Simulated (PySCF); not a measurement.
**Substituent chemical shifts**

Parent skeleton `[CH3:1][C:2](=[O:3])[SiH:4]([NH2:5])[SiH3:6]`; one hydrogen on atom 1 is replaced by X. Hydrogens on one atom are averaged.

Theoretical values (PySCF 2.14): shieldings: GIAO PBE0/pcSseg-1, structure optimised with GFN2-xTB. Single conformer, averaged over atoms made equivalent by symmetry, fast rotation or ring inversion, gas phase, non-relativistic.

Shifts are taken against calculated references (same method and geometry level): TMS for ¹³C (σ = 186.93 ppm), ²⁹Si (σ = 349.16 ppm), ¹H (σ = 31.72 ppm); H2O for ¹⁷O (σ = 336.08 ppm); NH3 for ¹⁵N (σ = 267.73 ppm).

Q: Order these by the shift of H(C1), most shielded first.
A. X = CH2SiH3
B. X = OCHO
C. X = CH2NH2
D. X = CN

A: C (2.45 ppm), A (2.68 ppm), D (3.67 ppm), B (4.63 ppm).

Q: Order these by the shift of Si4, most shielded first.
A. X = OCHO
B. X = allyl
C. X = C2H5

A: C (-55.6 ppm), A (-53.6 ppm), B (-50.3 ppm).

Q: Order these by the shift of H(Si4), most shielded first.
A. X = C2H5
B. X = vinyl
C. X = OCHO
D. X = CH2NH2
E. X = CN

A: C (4.85 ppm), D (4.99 ppm), E (5.26 ppm), B (5.42 ppm), A (5.56 ppm).

Unscaled 17O shifts of doubly bonded oxygen tend to come out too high, by tens of ppm or more. Experimental scales use liquid or dissolved standards, which lie at an offset from isolated H2O (liquid H2O: subtract about 36 ppm) and NH3 (liquid NH3: subtract about 20 ppm).
